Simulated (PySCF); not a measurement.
## `InChI=1S/C5H8O3Si/c6-9-8-4-5-2-1-3-7-5/h1-3,6H,4,9H2`

Molfile (atoms numbered from 1):
```
C5H8O3Si
     RDKit          3D

 17 17  0  0  0  0  0  0  0  0999 V2000
    3.3652   -0.4419   -1.7141 O   0  0  0  0  0  0  0  0  0  0  0  0
    2.9133   -0.4594   -0.1631 Si  0  0  0  0  0  4  0  0  0  0  0  0
    1.3050   -0.2039   -0.2127 O   0  0  0  0  0  0  0  0  0  0  0  0
    0.4273   -0.1576    0.8624 C   0  0  0  0  0  0  0  0  0  0  0  0
   -0.9591    0.1173    0.3762 C   0  0  0  0  0  0  0  0  0  0  0  0
   -1.5025    0.0826   -0.8724 C   0  0  0  0  0  0  0  0  0  0  0  0
   -2.8685    0.4299   -0.7169 C   0  0  0  0  0  0  0  0  0  0  0  0
   -3.0491    0.6461    0.6112 C   0  0  0  0  0  0  0  0  0  0  0  0
   -1.8968    0.4606    1.2841 O   0  0  0  0  0  0  0  0  0  0  0  0
    2.7801   -0.0789   -2.3747 H   0  0  0  0  0  0  0  0  0  0  0  0
    3.5710    0.6145    0.5824 H   0  0  0  0  0  0  0  0  0  0  0  0
    3.2383   -1.7796    0.3661 H   0  0  0  0  0  0  0  0  0  0  0  0
    0.4489   -1.1137    1.4071 H   0  0  0  0  0  0  0  0  0  0  0  0
    0.7262    0.6264    1.5720 H   0  0  0  0  0  0  0  0  0  0  0  0
   -0.9922   -0.1578   -1.7813 H   0  0  0  0  0  0  0  0  0  0  0  0
   -3.6049    0.5035   -1.4903 H   0  0  0  0  0  0  0  0  0  0  0  0
   -3.9092    0.9236    1.1869 H   0  0  0  0  0  0  0  0  0  0  0  0
  1  2  1  0
  2  3  1  0
  3  4  1  0
  4  5  1  0
  5  6  2  0
  6  7  1  0
  7  8  2  0
  8  9  1  0
  9  5  1  0
  1 10  1  0
  2 11  1  0
  2 12  1  0
  4 13  1  0
  4 14  1  0
  6 15  1  0
  7 16  1  0
  8 17  1  0
M  END
```

Method: GIAO PBE0/pcSseg-1 magnetisability, rotational g tensor and spin-rotation constants, non-relativistic, gas phase (PySCF). Geometry: GFN2-xTB.

**Question.** Give the nuclear spin-rotation constants along the inertial axes (H = +C I·J) beside the isotropic shieldings.

**Answer.** Rotational constants 4.8163, 0.5891, 0.5315 GHz. A star marks the isotopologue with that one atom substituted, in its own axes.
```tsv
atom	isotope	Caa (kHz)	Cbb (kHz)	Ccc (kHz)	mean (kHz)	σ (ppm)
H10	1H	-0.486	-0.010	-0.064	-0.187	30.0
H11	1H	-0.351	-0.025	-0.003	-0.127	26.5
H12	1H	-0.328	-0.041	0.008	-0.120	26.6
H13	1H	-0.417	-0.039	0.011	-0.148	26.5
H14	1H	-0.429	-0.017	-0.009	-0.151	26.6
H15	1H	-0.084	0.012	-0.058	-0.043	25.0
H16	1H	-0.176	0.025	-0.060	-0.070	25.0
H17	1H	0.393	-0.046	-0.053	0.098	24.2
O1	17O*	-0.150	-0.047	-0.055	-0.084	308.7
Si2	29Si*	-2.830	-0.362	-0.316	-1.169	376.2
O3	17O*	-0.446	-0.025	-0.047	-0.173	305.7
C4	13C*	0.949	0.119	0.116	0.395	125.4
C5	13C*	2.348	0.208	0.123	0.893	27.1
C6	13C*	1.851	0.206	0.066	0.708	74.2
C7	13C*	1.842	0.213	0.069	0.708	69.5
C8	13C*	2.258	0.190	0.113	0.854	40.9
O9	17O*	-1.973	-0.208	-0.057	-0.746	41.0
```
For the geometry as given, no vibrational averaging.
